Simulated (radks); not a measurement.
Results of a calculation; reference values are marked as such.
All-electron atom: Dy47+ in [Ar] 3d1. Level of theory: non-relativistic Kohn-Sham, LB94 model potential, spin-polarised, spherical densities, point nucleus; open shells are filled with parallel spins first (spin-orbit coupling, left out, can overturn this in heavy ions); relativity is left out, which matters for an element this heavy (a radial shooting solver on a logarithmic mesh with Libxc functionals).

Normalised radial functions P(r) = r R(r), r in bohr:

```
   r/bohr * 3s down, o 3p up (the largest magnitude, 2.4, reaches the edge; | marks zero, & curves that meet)
0.0009424                             o *
 0.001179                             o *
 0.001463                             o  *
 0.001816                             o  *
 0.002272                             o   *
  0.00282                             o    *
   0.0035                             o    *
 0.004378                             |o    *
 0.005434                             |o     *
 0.006744                             |o      *
 0.008437                             | o      *
  0.01047                             |  o      *
    0.013                             |   o    *
  0.01626                             |     o  *
  0.02018                             |      *o
  0.02504                             |  *      o
  0.03133                            *|            o
  0.03889                      *      |              o
  0.04826                 *           |               o
  0.06038             *               |              o
  0.07494              *              |          o
    0.093                   *         |  o
   0.1164                     o       *
   0.1444           o                 |            *
   0.1792    o                        |                      *
   0.2242   o                         |                          *
   0.2783        o                    |                      *
   0.3454                o            |             *
   0.4321                       o     |     *
   0.5363                           o | *
   0.6656                             &
```

3s down: eigenvalue -4271.4 eV, 2 radial nodes at r = 0.0295, 0.115 bohr, <r> = 0.234 bohr, 90 % of the charge inside 0.338 bohr. 3p up: eigenvalue -4139.7 eV, 1 radial node at r = 0.0996 bohr, <r> = 0.221 bohr, 90 % of the charge inside 0.327 bohr.
